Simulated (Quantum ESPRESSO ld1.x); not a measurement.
Sr III, 36 electrons, occupied as [Ar] 3d10 4s2 4p4 4f2 (not the ground configuration). All-electron calculation, scalar-relativistic Kohn-Sham, PBE, spin-unpolarised, spherical densities, point nucleus. Program: ld1.x of Quantum ESPRESSO 7.5.

Radial electron density D(r) = 4 pi r^2 rho(r):

| r (bohr) | D(r) (e/bohr) |
|---|---|
| 0.00321 | 4.649 |
| 0.003737 | 5.981 |
| 0.004315 | 7.548 |
| 0.005024 | 9.578 |
| 0.005802 | 11.91 |
| 0.006754 | 14.83 |
| 0.0078 | 18.06 |
| 0.009081 | 21.95 |
| 0.01049 | 26.03 |
| 0.01221 | 30.61 |
| 0.0141 | 35.02 |
| 0.01641 | 39.44 |
| 0.01896 | 43.08 |
| 0.02207 | 45.92 |
| 0.02549 | 47.36 |
| 0.02967 | 47.36 |
| 0.03427 | 46.00 |
| 0.03989 | 43.61 |
| 0.04607 | 41.22 |
| 0.05363 | 39.66 |
| 0.06194 | 40.05 |
| 0.07211 | 42.92 |
| 0.08328 | 47.60 |
| 0.09695 | 53.12 |
| 0.112 | 56.86 |
| 0.1303 | 57.17 |
| 0.1505 | 53.27 |
| 0.1752 | 45.92 |
| 0.2024 | 38.63 |
| 0.2356 | 33.91 |
| 0.2721 | 33.86 |
| 0.3168 | 37.33 |
| 0.3658 | 40.74 |
| 0.4259 | 40.83 |
| 0.4918 | 36.22 |
| 0.5726 | 27.77 |
| 0.6613 | 19.20 |
| 0.7698 | 12.27 |
| 0.8891 | 8.625 |
| 1.035 | 7.101 |
| 1.195 | 6.470 |
| 1.392 | 5.540 |
| 1.607 | 4.181 |
| 1.871 | 2.632 |
| 2.161 | 1.491 |
| 2.515 | 0.8054 |
| 2.905 | 0.5452 |
| 3.382 | 0.4883 |
| 3.906 | 0.4882 |
| 4.547 | 0.4537 |
| 5.251 | 0.3650 |
| 6.113 | 0.2366 |
| 7.06 | 0.1268 |
| 8.219 | 0.05146 |
| 9.492 | 0.01669 |
| 11.05 | 0.003602 |
| 12.76 | 0.0005798 |

D(r) has 4 maxima, at r = 0.0274, 0.122, 0.396, 3.75 bohr, and minima at 0.0563, 0.253, 3.46 bohr, inside which lie 2.05, 11.05, 34.61 electrons.
